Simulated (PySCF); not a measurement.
C6H7NO.
Geometry (PBE0-D3(BJ)/def2-TZVP, Å), atoms numbered from 1 in this order:
```xyz
15
C6H7NO angstrom
C      2.4054   -0.1168    0.5066
O      1.3941    0.8434    0.2981
C      0.1537    0.4012    0.0325
C     -0.8253    1.3660   -0.1925
C     -2.1116    0.9485   -0.4659
N     -2.4887   -0.3287   -0.5311
C     -1.5447   -1.2327   -0.3147
C     -0.2179   -0.9371   -0.0306
H      2.5296   -0.7607   -0.3695
H      3.3232    0.4426    0.6754
H      2.1920   -0.7354    1.3841
H     -0.5669    2.4165   -0.1504
H     -2.8889    1.6863   -0.6442
H     -1.8550   -2.2731   -0.3685
H      0.4871   -1.7399    0.1349
```

Level: wB97X-D/pcSseg-2 in PySCF, non-relativistic, on one gas-phase PBE0-D3(BJ)/def2-TZVP geometry that isn't relaxed in the solvent. The solvent is an IEF-PCM continuum (Bondi radii, 1.10 Å for H, scaled by 1.2). Specific hydrogen bonds and non-electrostatic terms are outside this model.

Gas phase at wB97X-D/pcSseg-2: HOMO -9.02 eV, LUMO 1.30 eV, dipole 3.29 D.

**Question.** What does the continuum do to the energy, the frontier levels and the dipole at wB97X-D/pcSseg-2 in chloroform?

**Answer.** 
| solvent | ε | E(solvent) − E(gas) (kJ/mol) | polarisation term (kJ/mol) | distortion of the solute (kJ/mol) | HOMO (eV) | LUMO (eV) | dipole (D) |
| --- | --- | --- | --- | --- | --- | --- | --- |
| chloroform | 4.711 | -19.42 | -22.23 | 2.81 | -9.03 | 1.27 | 4.10 |

The polarisation term is half the interaction of the solute with the surface charges that it induces; the rest is the cost of distorting the solute's density. The sum is the electrostatic part of solvation alone.

**Question.** Which radius a makes the point-dipole formula ΔE = −[(ε − 1)/(2ε + 1)]·μ²/a³ give the value in chloroform, with the gas-phase dipole?

**Answer.** μ = 1.296 au and |ΔE| = 0.00740 Eh give a = 2.29 Å; the farthest nucleus lies 3.42 Å from the centroid of the nuclei, so such a sphere wouldn't even hold the nuclei. The formula assumes a rigid point dipole at the centre of a sphere.

**Question.** Give the dipole vector in the frame of the coordinates (D, pointing from negative to positive charge), gas and chloroform.

**Answer.** Gas (3.19, -0.47, 0.67), solvent (3.96, -0.62, 0.83). Its length changes by +24 % and its direction by less than 1°.

Note: wB97X-D ran without an empirical dispersion term, which enters the total energy and its gradient alone.
